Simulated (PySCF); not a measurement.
```xyz
4

B     -0.0481     0.0092    -0.0076
F      1.2212    -0.2335     0.2448
H     -0.4833     1.0820     0.2983
H     -0.6899    -0.8577    -0.5277
```

Charge 0, multiplicity 1.

**Question.** Give the Mulliken and meta-Löwdin atomic charges from PySCF with M06-2X/def2-TZVP // PBE0-D3(BJ)/def2-TZVP.

**Answer.** 
```json
[
 {"atom": "B1", "Mulliken (e)": "0.25", "meta-Löwdin (e)": "0.30"},
 {"atom": "F2", "Mulliken (e)": "-0.25", "meta-Löwdin (e)": "-0.29"},
 {"atom": "H3", "Mulliken (e)": "0.00", "meta-Löwdin (e)": "-0.01"},
 {"atom": "H4", "Mulliken (e)": "0.00", "meta-Löwdin (e)": "-0.01"}
]
```
